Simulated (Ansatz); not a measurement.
H2Sb (SMILES [SbH2]) moved off its minimum; all values from Ansatz (a first-principles code), cores frozen in correlated methods. Open shells are unrestricted. Elements past Kr take the def2 small-core potentials, without spin–orbit coupling.
(charge 0, multiplicity 2)
```xyz
3

Sb     0.0014     0.0693    -0.0728
H     -1.2380    -1.2157    -0.0194
H      1.2262    -1.1689    -0.1538
```

Task: Give the forces (eV/Å), the total energy and the dipole at CCSD(T)/def2-TZVPPD.

Result: 
```json
[
 {"atom": "Sb1", "Fx": "-0.332", "Fy": "-0.890", "Fz": "0.008"},
 {"atom": "H2", "Fx": "0.515", "Fy": "0.619", "Fz": "-0.021"},
 {"atom": "H3", "Fx": "-0.183", "Fy": "0.271", "Fz": "0.013"}
]
```
Energy -240.5437 hartree, dipole 0.42 D.
